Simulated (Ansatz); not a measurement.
Input for Ansatz (a quantum-chemistry and plane-wave program): U-CCSD(T)/cc-pVDZ on AsH (SMILES [AsH]), 2S+1 = 1, a spin state set in the input, which need not be the lowest. The run froze 14 orbitals, filled d shells among them.

Ansatz 0.2 input:
```yaml
crystal:
  periodic: [false, false, false]
  atoms:
    - {symbol: As, position_ang: [-0.00000000, -0.00000000, -0.04515050]}
    - {symbol: H, position_ang: [0.00000000, 0.00000000, 1.48996648]}
basis:
  gaussian:
    orbitals: cc-pVDZ
correlation: {method: ccsd_t, electrons: outside_noble_gas}
scf: {omitted_lower_state_checks: [cluster_reference]}
magnetization: {spin_polarized: true, initial_magnetization: 0}
```

Output:

```
WARN ansatz: RAYON_NUM_THREADS=2 ignored (pool sized by the plan → 2); use --threads N
Functional definition: HF
these checks for a lower state are left out or cut short: cluster_reference
integrals: 0.01 GiB planned
373 factors; integrals over basis functions are off by at most 1.3e-3 eV
mean field: 0.07 GiB planned
mean field evaluation 1: about -60808.1065 eV, gradient 3.9e0 eV
mean field evaluation 2: about -60808.1068 eV, gradient 3.9e0 eV
mean field evaluation 4: about -60808.2617 eV, gradient 2.2e-1 eV
mean field evaluation 8: about -60808.2619 eV, gradient 7.8e-5 eV
mean field evaluation 16: about -60809.7085 eV, gradient 2.9e-2 eV
mean field evaluation 32: about -60809.7085 eV, gradient 1.3e-2 eV
mean field evaluation 64: about -60808.2619 eV, gradient 9.8e-5 eV
mean field -60809.70848564 eV, -2234.7155685465 hartree, gradient 9.6e-7 eV, S^2 1.020439; 7 other end points of the search recorded, 0 dependent functions left out
14 core orbitals not correlated
reference -60809.70848564 eV, -2234.7155685465 hartree; 3, 3 occupied and 15, 15 virtual orbitals, 373 factors
second order -1.95462650 eV of doubles, -0.00000000 eV of singles
coupled cluster: 0.05 GiB planned
cycle   1  -2.36756221 eV  change   -4.1e-1 eV  update   5.4e-2
cycle   2  -2.54753042 eV  change   -1.8e-1 eV  update   2.9e-2
cycle   3  -2.57897527 eV  change   -3.1e-2 eV  update   2.0e-2
cycle   4  -2.64796673 eV  change   -6.9e-2 eV  update   1.6e-2
cycle   5  -2.67422076 eV  change   -2.6e-2 eV  update   7.0e-3
cycle   6  -2.67837117 eV  change   -4.2e-3 eV  update   2.0e-3
cycle   7  -2.68135530 eV  change   -3.0e-3 eV  update   8.3e-4
cycle   8  -2.67980641 eV  change    1.5e-3 eV  update   2.9e-4
cycle   9  -2.68034553 eV  change   -5.4e-4 eV  update   8.6e-5
cycle  10  -2.68025490 eV  change    9.1e-5 eV  update   1.7e-5
cycle  11  -2.68027865 eV  change   -2.4e-5 eV  update   4.3e-6
cycle  12  -2.68027573 eV  change    2.9e-6 eV  update   6.6e-7
coupled cluster: 0.05 GiB planned
perturbative correction -0.15445371 eV, -0.0056760691 hartree
WARN: the results are in doubt because among natural orbitals full CI differs from the method by +0.916 eV
Total energy: -60812.54321508 eV, -2234.8197429320 hartree
In doubt: among natural orbitals full CI differs from the method by +0.916 eV
Checks for a lower state left out: cluster_reference
```

The calculation finished and met its thresholds. Its determinant has ⟨S²⟩ = 1.02, a mixture of spin states.

Warnings raised: large difference.

Cost: roughly 2.4 core-seconds.
